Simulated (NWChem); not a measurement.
System: bromine (Br$_{2}$); SMILES BrBr

All runs: NWChem. Medium grid unless said otherwise, to which SCAN and Minnesota functionals are sensitive. Structure relaxed at the PBE0/def2-SVP level.

**Question.** Order these by “highest occupied level (eV)”, lowest first: PW6B95/def2-TZVP; OLYP/def2-TZVP; MN15-L/def2-TZVP; LC-wPBE (HJS exchange hole, range parameter 0.4 per bohr)/def2-TZVP.

**Answer.** LC-wPBE (HJS exchange hole, range parameter 0.4 per bohr)/def2-TZVP (-10.87), PW6B95/def2-TZVP (-8.17), MN15-L/def2-TZVP (-7.31), OLYP/def2-TZVP (-6.70)
